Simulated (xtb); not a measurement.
C$_{6}$H$_{9}$O, doublet, from a rough starting geometry; GFN2-xTB (xtb).

The xtb input:
```
$ xtb mol.xyz --gfn 2 --uhf 1 --opt vtight --json

# file mol.xyz
16

O     -2.64482905     0.24639392    -0.10878589
C     -1.46433599     0.13471667     0.00832208
C     -0.50579257     1.24626335     0.41697106
C      0.76445657     1.24960282    -0.46442219
C      1.43903218    -0.15962992    -0.33250469
C      0.64802813    -1.22843246     0.41350074
C     -0.82117372    -1.20818134    -0.09865994
H     -1.03767330     2.17085179     0.18018435
H     -0.29654031     1.15638448     1.43301673
H      1.49307656     2.05014849    -0.13876830
H      0.41908610     1.42126580    -1.53173507
H      2.42160457    -0.24762917    -0.75830455
H      1.18721648    -2.13364490     0.08825697
H      0.75337610    -1.06910996     1.42515956
H     -1.32408298    -1.93501428     0.55202066
H     -0.87007091    -1.56656148    -1.09349483
```

Output, abridged:

```
   ID    Z sym.   atoms
    1    8 O      1
    2    6 C      2-7
    3    1 H      8-16

           -------------------------------------------------
          |                Calculation Setup                |
           -------------------------------------------------

           -------------------------------------------------
          |                 G F N 2 - x T B                 |
           -------------------------------------------------

          ...................................................
          :                      SETUP                      :
          :.................................................:
          :  # basis functions                  37          :
          :  # atomic orbitals                  37          :
          :  # shells                           23          :
          :  # electrons                        39          :
          :  max. iterations                   250          :
          :  Hamiltonian                  GFN2-xTB          :
          :  restarted?                      false          :
          :  GBSA solvation                  false          :
          :  PC potential                    false          :
          :  electronic temp.          300.0000000     K    :
          :  accuracy                    1.0000000          :
          :  -> integral cutoff          0.2500000E+02      :
          :  -> integral neglect         0.1000000E-07      :
          :  -> SCF convergence          0.1000000E-05 Eh   :
          :  -> wf. convergence          0.1000000E-03 e    :
          :  Broyden damping             0.4000000          :
          :  net charge                          0          :
          :  unpaired electrons                  1          :
          ...................................................

 iter      E             dE          RMSdq      gap      omega  full diag
   1    -21.6358407 -0.216358E+02  0.390E+00    2.57       0.0  T
   2    -21.6795453 -0.437046E-01  0.204E+00    1.77       1.0  T
   3    -21.6832726 -0.372731E-02  0.128E+00    1.96       1.0  T
   4    -21.6873000 -0.402740E-02  0.152E-01    1.55       1.0  T
   5    -21.6873854 -0.854156E-04  0.721E-02    1.63       1.0  T
   6    -21.6874011 -0.156266E-04  0.302E-02    1.65       1.0  T
   7    -21.6874021 -0.978658E-06  0.106E-02    1.64       2.4  T
   8    -21.6874024 -0.329035E-06  0.207E-03    1.64      12.1  T
   9    -21.6874024 -0.216680E-08  0.110E-03    1.64      22.6  T
  10    -21.6874024 -0.345792E-08  0.183E-04    1.64     136.3  T
  11    -21.6874024 -0.111836E-09  0.644E-05    1.64     388.1  T

   *** convergence criteria satisfied after 11 iterations ***

         :::::::::::::::::::::::::::::::::::::::::::::::::::::
         ::                     SUMMARY                     ::
         :::::::::::::::::::::::::::::::::::::::::::::::::::::
         :: total energy             -21.403505454781 Eh    ::
         :: gradient norm              0.150481075014 Eh/a0 ::
         :: HOMO-LUMO gap              1.643059157509 eV    ::
         ::.................................................::
         :: SCC energy               -21.687377333250 Eh    ::
         :: -> isotropic ES            0.027861246506 Eh    ::
         :: -> anisotropic ES          0.002706328574 Eh    ::
         :: -> anisotropic XC          0.010229294852 Eh    ::
         :: -> dispersion             -0.010457382597 Eh    ::
         :: repulsion energy           0.283871878469 Eh    ::
         :: add. restraining           0.000000000000 Eh    ::
         :: total charge               0.000000000000 e     ::
         :::::::::::::::::::::::::::::::::::::::::::::::::::::

      -----------------------------------------------------------
     |                   =====================                   |
     |                        A N C O P T                        |
     |                   =====================                   |
[...]
 * total energy  :   -21.4259142 Eh     change       -0.1057904E-03 Eh
 * total energy  :   -21.4259204 Eh     change       -0.6161793E-05 Eh
 * total energy  :   -21.4259244 Eh     change       -0.4075730E-05 Eh
 * total energy  :   -21.4259297 Eh     change       -0.5234773E-05 Eh
 * total energy  :   -21.4259317 Eh     change       -0.1974589E-05 Eh
 * total energy  :   -21.4259335 Eh     change       -0.1814381E-05 Eh
 * total energy  :   -21.4259341 Eh     change       -0.6786936E-06 Eh
 * total energy  :   -21.4259344 Eh     change       -0.2435109E-06 Eh
 * total energy  :   -21.4259345 Eh     change       -0.1398510E-06 Eh
 * total energy  :   -21.4259347 Eh     change       -0.1385706E-06 Eh
 * total energy  :   -21.4259348 Eh     change       -0.1018684E-06 Eh
 * total energy  :   -21.4259348 Eh     change       -0.1233701E-07 Eh
   *** GEOMETRY OPTIMIZATION CONVERGED AFTER 27 ITERATIONS ***
         :: total energy             -21.425934785505 Eh    ::
[...]
        30                          0.2104376               5.7263
        31                          0.2179644               5.9311
       ...                                ...                  ...
        37                          0.6283232              17.0975
      -------------------------------------------------------------
                  HL-Gap            0.0563756 Eh            1.5341 eV
             Fermi-level           -0.3103110 Eh           -8.4440 eV

     #   Z          covCN         q      C6AA      α(0)
     1   8 O        0.857    -0.369    21.065     6.154
     2   6 C        2.813     0.242    22.954     7.850
     3   6 C        3.807    -0.085    22.114     6.694
     4   6 C        3.804    -0.050    21.466     6.596
     5   6 C        2.893    -0.079    29.984     8.978
     6   6 C        3.804    -0.050    21.466     6.596
     7   6 C        3.807    -0.085    22.114     6.694
     8   1 H        0.924     0.060     2.195     2.317
     9   1 H        0.924     0.069     2.101     2.267
    10   1 H        0.924     0.045     2.378     2.412
    11   1 H        0.923     0.051     2.313     2.378
    12   1 H        0.926     0.026     2.646     2.544
    13   1 H        0.924     0.045     2.378     2.411
    14   1 H        0.923     0.051     2.313     2.378
    15   1 H        0.924     0.060     2.196     2.317
    16   1 H        0.924     0.069     2.101     2.267

 Mol. C6AA /au·bohr⁶  :       2212.407118
 Mol. C8AA /au·bohr⁸  :      49776.147018
 Mol. α(0) /au        :         70.853008

Wiberg/Mayer (AO) data.
largest (>0.10) Wiberg bond orders for each atom

 ---------------------------------------------------------------------------
     #   Z sym  total        # sym  WBO       # sym  WBO       # sym  WBO
 ---------------------------------------------------------------------------
     1   8 O    2.067 --     2 C    1.857
     2   6 C    3.917 --     1 O    1.857     3 C    0.993     7 C    0.993
     3   6 C    3.996 --     2 C    0.993     4 C    0.992     8 H    0.966
                             9 H    0.941
     4   6 C    3.998 --     5 C    1.078     3 C    0.992    10 H    0.961
                            11 H    0.932
     5   6 C    3.299 --     6 C    1.078     4 C    1.078    12 H    0.976
     6   6 C    3.998 --     5 C    1.078     7 C    0.992    13 H    0.961
                            14 H    0.932
     7   6 C    3.996 --     2 C    0.993     6 C    0.992    15 H    0.966
                            16 H    0.941
     8   1 H    0.996 --     3 C    0.966
     9   1 H    0.995 --     3 C    0.941
    10   1 H    0.998 --     4 C    0.961
    11   1 H    0.995 --     4 C    0.932
    12   1 H    0.999 --     5 C    0.976
    13   1 H    0.998 --     6 C    0.961
    14   1 H    0.995 --     6 C    0.932
    15   1 H    0.996 --     7 C    0.966
    16   1 H    0.995 --     7 C    0.941
 ---------------------------------------------------------------------------

Topologies differ in total number of bonds
Writing topology from bond orders to xtbtopo.mol

molecular dipole:
                 x           y           z       tot (Debye)
 q only:        1.070      -0.075      -0.152
   full:        1.208      -0.085      -0.171       3.109
molecular quadrupole (traceless):
                xx          xy          yy          xz          yz          zz
 q only:       -8.733       1.042       5.720       1.696      -0.140       3.013
  q+dip:      -11.178       1.292       7.030       2.205      -0.311       4.148
   full:      -11.355       1.261       6.511       2.326      -0.360       4.844

optimized geometry written to: xtbopt.xyz

           -------------------------------------------------
          | TOTAL ENERGY              -21.425934785505 Eh   |
          | GRADIENT NORM               0.000020531766 Eh/α |
          | HOMO-LUMO GAP               1.534057147133 eV   |
           -------------------------------------------------

normal termination of xtb
```
